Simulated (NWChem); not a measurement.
System: CH3F3OSi; SMILES CO[Si](F)(F)F

```xyz
9

C      0.0171     2.3032     0.0000
O      0.7225     1.0590     0.0000
Si     0.0220    -0.3983     0.0000
F     -0.9008    -0.6193    -1.2776
F      1.1643    -1.4958     0.0000
F     -0.9008    -0.6193     1.2776
H     -0.6084     2.3962     0.8949
H     -0.6084     2.3962    -0.8949
H      0.7619     3.1015     0.0000
```
Atoms are numbered in this order, from 1.

All runs: NWChem. Medium grid unless said otherwise, to which SCAN and Minnesota functionals are sensitive. Coordinates come from a B3LYP/6-31G* (spherical d) optimisation. B3LYP is NWChem's, with the RPA form of VWN correlation.

Question: Order these by “highest occupied level (eV)”, lowest first: TPSSh/def2-TZVP; B3LYP/def2-TZVP; CAM-B3LYP/def2-TZVP; r2SCAN/def2-TZVP; PBE/def2-TZVP.

Answer: CAM-B3LYP/def2-TZVP (-10.93), B3LYP/def2-TZVP (-9.17), TPSSh/def2-TZVP (-8.52), r2SCAN/def2-TZVP (-8.11), PBE/def2-TZVP (-7.73)
